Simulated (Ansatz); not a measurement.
Molecule: C3H5Cl3Ge, net charge 0, singlet state. 
Geometry from a B3LYP-D3(BJ)/def2-TZVP (Ansatz, a first-principles code) optimisation:
```xyz
12

C      3.4742    -0.0928     0.0918
C      2.4310    -0.9103     0.0143
C      1.3199    -0.7634    -0.9669
Ge    -0.2866    -0.0159    -0.1171
Cl    -0.8718    -1.1886     1.5951
Cl    -1.9480     0.0189    -1.4930
Cl     0.0593     2.0007     0.5515
H      3.5913     0.7463    -0.5840
H      4.2461    -0.2355     0.8358
H      2.3405    -1.7317     0.7173
H      1.5672    -0.0798    -1.7795
H      1.0026    -1.7175    -1.3907
```

Basis-set convergence of Hartree-Fock and MP2 correlation energies (hartree) with Ansatz. Correlated levels leave the core frozen unless marked. No spin-orbit coupling. The frozen core is the preceding noble-gas configuration, with the filled d and f shells of earlier blocks. Non-relativistic.

```tsv
basis	functions	E(HF)	E(corr, MP2)
def2-SVP	153	-3569.72572	-0.89038
def2-TZVPP	337	-3570.59623	-1.16796
def2-QZVPP	620	-3570.68064	-1.26616
```

Extrapolating the two largest sets (X = 3 and 4) as X^-3: E(corr) = (64·(-1.26616) - 27·(-1.16796))/37 = -1.3378 Eh, an estimate of the basis-set limit. The largest set recovers 94.6 % of it, the smallest 66.6 %.
